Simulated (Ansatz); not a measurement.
Abridged output of a molecular run in Ansatz:

```
Functional definition: HF
1529 factors; integrals over basis functions are off by at most 7.2e-4 eV
mean field evaluation 1: about -27883.0293 eV, gradient 4.5e1 eV
mean field evaluation 2: about -27883.3113 eV, gradient 4.5e1 eV
mean field evaluation 4: about -27886.7897 eV, gradient 3.1e0 eV
mean field evaluation 8: about -27886.8477 eV, gradient 1.8e-1 eV
mean field -27886.84794342 eV, -1024.8227595364 hartree, gradient 3.7e-6 eV, S^2 0.000000; 0 other end points of the search recorded, 0 dependent functions left out
14 core orbitals not correlated: weight in the atoms' cores, before any rotation towards them, 1.000 or more for the frozen orbitals, at most 0.000 for the correlated occupied ones
reference -27886.84794342 eV, -1024.8227595364 hartree; 19, 19 occupied and 217, 217 virtual orbitals, 1529 factors
second order -32.81397421 eV of doubles, -0.00000000 eV of singles
cycle   1  -32.81409358 eV  change   -1.2e-4 eV  update   1.1e-1
cycle   2  -33.46616551 eV  change   -6.5e-1 eV  update   3.2e-2
cycle   3  -33.61415071 eV  change   -1.5e-1 eV  update   1.6e-2
cycle   4  -33.59745849 eV  change    1.7e-2 eV  update   3.0e-3
cycle   5  -33.59508082 eV  change    2.4e-3 eV  update   1.2e-3
cycle   6  -33.59591563 eV  change   -8.3e-4 eV  update   3.4e-4
cycle   7  -33.59577638 eV  change    1.4e-4 eV  update   1.2e-4
cycle   8  -33.59567472 eV  change    1.0e-4 eV  update   3.5e-5
cycle   9  -33.59567933 eV  change   -4.6e-6 eV  update   1.4e-5
perturbative correction -1.13191626 eV, -0.0415971552 hartree
Total energy: -27921.57553901 eV, -1026.0989751351 hartree
```

Its atoms:

Cartesian coordinates in Å:
```
C -0.640 0.866 1.073
S 0.309 -0.691 1.105
Si 0.635 -0.880 -0.940
F -0.705 -0.964 -1.768
F 1.465 -2.189 -1.207
F 1.424 0.343 -1.548
H -0.879 1.089 2.112
H -1.565 0.748 0.512
H -0.043 1.678 0.662
```

(1) Which basis set was used?
A. def2-TZVPPD
B. cc-pV(Q+d)Z
C. def2-SVP
D. def2-TZVPP

(2) Write the keys of the input that set method, charge and spin (a neutral closed shell needs none for the last two).

## Answers

(1) D. It gives 250 functions.

(2) 
```yaml
correlation: {method: ccsd_t}
```
